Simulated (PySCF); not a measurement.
PySCF input file for Pb(Br)(SH) (BrHPbS), SMILES [SH][Pb][Br] (connectivity only; charge and spin as stated), neutral, multiplicity 1, TDDFT-PBE0/def2-SVPD. Geometry optimised at PBE0-D3(BJ)/def2-SVP. The def2 effective core potentials stand for the cores of Pb; spin–orbit coupling is left out. One conformer was computed; it need not be the lowest.

```python
import numpy as np
from pyscf import gto, scf, dft, tdscf

mol = gto.M(
    atom='''
    Pb    0.52727051   -0.49495350    0.00000000
    Br   -0.39317295    1.96893505    0.00000000
    S    -1.76484944   -1.59290965    0.00000000
    H    -1.23753737   -2.83998546    0.00000000
    ''',
    basis='def2-SVPD',
    ecp={'Pb': 'def2-svp'},
    charge=0,
    spin=0,
    symmetry=True,
    max_memory=1600,
    verbose=4,
)
mf = dft.RKS(mol, xc='pbe0').density_fit(auxbasis='def2-universal-jkfit')
mf.grids.level = 3
mf.conv_tol = 1e-9
mf.max_cycle = 100
mf.kernel()
mf.grids = dft.Grids(mol).set(level=1).build(with_non0tab=True)  # coarser grid for the response kernel
td = tdscf.TDDFT(mf)
td.singlet = True
td.nstates = 10
td.conv_tol = 1e-4
td.kernel(x0=td.get_init_guess(mf, 15))
td.analyze()
tt = tdscf.TDA(mf)
tt.singlet = False
tt.nstates = 4
tt.conv_tol = 1e-4
tt.kernel(x0=tt.get_init_guess(mf, 9))
tt.analyze(verbose=3)
```

It prints:

```
PySCF version 2.14.0

[INPUT] verbose = 4
[INPUT] num. atoms = 4
[INPUT] num. electrons = 74
[INPUT] charge = 0
[INPUT] spin (= nelec alpha-beta = 2S) = 0
[INPUT] symmetry True subgroup None
[INPUT] Mole.unit = angstrom
[INPUT] Symbol           X                Y                Z      unit          X                Y                Z       unit  Magmom
[INPUT]  1 Pb     0.527270510000  -0.494953500000   0.000000000000 AA    0.996396857460  -0.935326559395   0.000000000000 Bohr   0.0
[INPUT]  2 Br    -0.393172950000   1.968935050000   0.000000000000 AA   -0.742989195087   3.720748001557   0.000000000000 Bohr   0.0
[INPUT]  3 S     -1.764849440000  -1.592909650000   0.000000000000 AA   -3.335082092692  -3.010162979677   0.000000000000 Bohr   0.0
[INPUT]  4 H     -1.237537370000  -2.839985460000   0.000000000000 AA   -2.338606698215  -5.366794717147   0.000000000000 Bohr   0.0

nuclear repulsion = 319.862678881669
point group symmetry = Cs
symmetry origin: [ 2.25638945e-09 -1.55126767e-09  0.00000000e+00]
symmetry axis x: [1.00000000e+00 1.52096369e-09 0.00000000e+00]
symmetry axis y: [-1.52096369e-09  1.00000000e+00  0.00000000e+00]
symmetry axis z: [0. 0. 1.]
num. orbitals of irrep A' = 75
num. orbitals of irrep A" = 33
number of shells = 42
number of NR pGTOs = 205
number of NR cGTOs = 108
basis = def2-SVPD
ecp = {'Pb': 'def2-svp'}


[settings echo left out]
init E= -3139.81242328043
HOMO (A") = -0.610725802663485  LUMO (A") = -0.571798913178455  gap/eV = 1.05925
cycle= 1 E= -3162.85284548359  delta_E=  -23  |g|= 2.46  |ddm|= 13.9
HOMO (A') = -0.00577527201880482  LUMO (A') = 0.00110137125389458  gap/eV = 0.18712
cycle= 2 E= -3113.60214267545  delta_E= 49.3  |g|= 8.31  |ddm|= 12.2
HOMO (A') = -0.322581103155933  LUMO (A") = -0.115962508160571  gap/eV = 5.62238
cycle= 3 E= -3164.86416668697  delta_E= -51.3  |g|= 0.749  |ddm|=   10
HOMO (A') = -0.196312188357425  LUMO (A") = -0.0832782110057479  gap/eV = 3.07581
cycle= 4 E= -3164.96032452503  delta_E= -0.0962  |g|= 0.587  |ddm|= 2.02
HOMO (A") = -0.270706784054163  LUMO (A") = -0.104432850729395  gap/eV = 4.52454
cycle= 5 E= -3165.05137836911  delta_E= -0.0911  |g|= 0.0986  |ddm|= 0.878
HOMO (A') = -0.273895530245979  LUMO (A") = -0.108718028527804  gap/eV = 4.49471
cycle= 6 E= -3165.05357485252  delta_E= -0.0022  |g|= 0.0273  |ddm|= 0.166
HOMO (A') = -0.274753270965265  LUMO (A") = -0.108875305730393  gap/eV = 4.51377
cycle= 7 E= -3165.05380408577  delta_E= -0.000229  |g|= 0.0111  |ddm|= 0.0582
HOMO (A') = -0.275134777565613  LUMO (A") = -0.109140899216577  gap/eV = 4.51692
cycle= 8 E= -3165.05384987504  delta_E= -4.58e-05  |g|= 0.00206  |ddm|= 0.0188
HOMO (A') = -0.274948717394178  LUMO (A") = -0.108941062052004  gap/eV = 4.51730
cycle= 9 E= -3165.05385124815  delta_E= -1.37e-06  |g|= 0.000372  |ddm|= 0.00319
HOMO (A') = -0.274950028726563  LUMO (A") = -0.10891220684919  gap/eV = 4.51812
cycle= 10 E= -3165.05385130281  delta_E= -5.47e-08  |g|= 0.000101  |ddm|= 0.000746
HOMO (A') = -0.274951373031468  LUMO (A") = -0.10892121048489  gap/eV = 4.51791
cycle= 11 E= -3165.05385130738  delta_E= -4.56e-09  |g|= 1.37e-05  |ddm|= 0.000164
HOMO (A') = -0.274950222792473  LUMO (A") = -0.10892166290596  gap/eV = 4.51787
cycle= 12 E= -3165.05385130749  delta_E= -1.14e-10  |g|= 3.62e-06  |ddm|= 4.01e-05
HOMO (A') = -0.274950523687724  LUMO (A") = -0.108921477314915  gap/eV = 4.51788
Extra cycle  E= -3165.05385130748  delta_E= 1e-11  |g|= 4.29e-06  |ddm|= 1.35e-05
converged SCF energy = -3165.05385130748
tot grids = 24784


******** <class 'pyscf.tdscf.rks.TDDFT'> for <class 'pyscf.df.df_jk.DFSymAdaptedRKS'> ********
nstates = 10 singlet
deg_eia_thresh = 1.000e-03
wfnsym = None
conv_tol = 0.0001
eigh lindep = 1e-12
eigh level_shift = 0
eigh max_cycle = 100


Excitation energies (eV)
[3.32699883 3.73162738 4.09767816 4.39524274 4.76789509 5.00085867
 5.02801777 5.31938935 5.66881403 5.74719306]

** Singlet excitation energies and oscillator strengths **
Excited State   1:   A"      3.32700 eV    372.66 nm  f=0.0049
      37 -> 38        0.70601
Excited State   2:   A'      3.73163 eV    332.25 nm  f=0.0376
      36 -> 38        0.68518
      37 -> 40        0.14833
Excited State   3:   A"      4.09768 eV    302.57 nm  f=0.0047
      35 -> 38       -0.70608
Excited State   4:   A'      4.39524 eV    282.09 nm  f=0.0088
      34 -> 38        0.67856
      37 -> 39        0.12477
Excited State   5:   A"      4.76790 eV    260.04 nm  f=0.0002
      33 -> 38       -0.70070
Excited State   6:   A"      5.00086 eV    247.93 nm  f=0.0069
      36 -> 39        0.70101
Excited State   7:   A'      5.02802 eV    246.59 nm  f=0.0458
      35 -> 39        0.15405
      37 -> 39        0.67389
Excited State   8:   A"      5.31939 eV    233.08 nm  f=0.0080
      36 -> 40        0.69801
Excited State   9:   A"      5.66881 eV    218.71 nm  f=0.0009
      34 -> 39       -0.69926
Excited State  10:   A'      5.74719 eV    215.73 nm  f=0.0628
      33 -> 39       -0.11603
      35 -> 39        0.54935
      35 -> 40       -0.15406
      37 -> 39       -0.10508
      37 -> 40       -0.35876

** Transition electric dipole moments (AU) **
state          X           Y           Z        Dip. S.      Osc.
  1         0.0000     -0.0000     -0.2441      0.0596      0.0049
  2         0.3794      0.5168      0.0000      0.4111      0.0376
  3        -0.0000      0.0000     -0.2169      0.0470      0.0047
  4         0.1947     -0.2090     -0.0000      0.0816      0.0088
  5        -0.0000      0.0000     -0.0401      0.0016      0.0002
  6         0.0000     -0.0000      0.2373      0.0563      0.0069
  7        -0.3946      0.4651      0.0000      0.3720      0.0458
  8        -0.0000      0.0000     -0.2485      0.0618      0.0080
  9         0.0000      0.0000      0.0813      0.0066      0.0009
 10         0.6217     -0.2431     -0.0000      0.4457      0.0628

WARN: ECP detected. Skipping calculation of transition velocity and magnetic dipole moments, which have not yet been implemented.



******** <class 'pyscf.tdscf.rks.TDA'> for <class 'pyscf.df.df_jk.DFSymAdaptedRKS'> ********
nstates = 4 triplet
deg_eia_thresh = 1.000e-03
wfnsym = None
conv_tol = 0.0001
eigh lindep = 1e-12
eigh level_shift = 0
eigh max_cycle = 100


Excitation energies (eV)
[2.87512513 2.9798003  3.81111355 3.86942932]

** Triplet excitation energies and oscillator strengths **
Excited State   1:   A"      2.87513 eV    431.23 nm  f=0.0000
Excited State   2:   A'      2.97980 eV    416.08 nm  f=0.0000
Excited State   3:   A'      3.81111 eV    325.32 nm  f=0.0000
Excited State   4:   A"      3.86943 eV    320.42 nm  f=0.0000
```

The calculation finished and met its thresholds.

Cost: around 90 core-seconds (rough).
